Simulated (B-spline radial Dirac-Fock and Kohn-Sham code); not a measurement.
# X-ray emission lines of W³⁺

System: W³⁺, [Xe] 4f14 5d3, inside a Watson sphere of charge -3 and radius 1.6 Å (a model of the Madelung potential; inside it an electron's potential energy is raised by 27.0 eV).

Input file task.json (cfg lists n, l and occupation; rrms is the nuclear radius in fm):

```json
{"items": [{
  "Z": 74,
  "q": 3,
  "cfg": [[1, 0, 2], [2, 0, 2], [2, 1, 6], [3, 0, 2], [3, 1, 6], [3, 2, 10], [4, 0, 2], [4, 1, 6], [4, 2, 10], [4, 3, 14], [5, 0, 2], [5, 1, 6], [5, 2, 3]],
  "A": 184,
  "rrms": 5.3658,
  "watson": [-3, 1.6],
  "do": ["binding"]
}]}
```

Command: `python xray_run.py task.json out`

Calculated with a radial B-spline solver, using multi-electron Dirac-Fock with separately optimised hole states, Breit and Lamb-shift corrections added in first order. A line energy is the difference of two single-hole energies; the list is a selection of electric-dipole transitions between resolved j subshells. Electron correlation is not included.

```
        line  energy (keV)  wavelength (Å)
 Kβ2' (K-N3)        69.091         0.17945
Kβ2'' (K-N2)        69.023         0.17963
  Kβ1 (K-M3)        67.236         0.18440
  Kβ3 (K-M2)        66.943         0.18521
  Kα1 (K-L3)        59.315         0.20903
  Kα2 (K-L2)        57.977         0.21385
 Lγ4 (L1-O3)        12.070          1.0272
 Lγ3 (L1-N3)        11.677          1.0618
 Lγ2 (L1-N2)        11.609          1.0680
 Lγ1 (L2-N4)        11.283          1.0988
 Lγ5 (L2-N1)        10.942          1.1331
 Lβ7 (L3-O1)        10.125          1.2245
 Lβ2 (L3-N5)        9.9584          1.2450
Lβ15 (L3-N4)        9.9459          1.2466
 Lβ3 (L1-M3)        9.8224          1.2623
 Lβ1 (L2-M4)        9.6721          1.2819
 Lβ6 (L3-N1)        9.6044          1.2909
 Lβ4 (L1-M2)        9.5295          1.3011
  Lη (L2-M1)        8.7173          1.4223
 Lα1 (L3-M5)        8.3970          1.4765
 Lα2 (L3-M4)        8.3346          1.4876
  Lℓ (L3-M1)        7.3799          1.6800
  Mγ (M3-N5)        2.0371          6.0864
  Mβ (M4-N6)        1.8384          6.7442
 Mα1 (M5-N7)        1.7781          6.9728
 Mα2 (M5-N6)        1.7760          6.9812
 Mζ1 (M5-N3)        1.3788          8.9925
 Mζ2 (M4-N2)        1.3733          9.0279
```
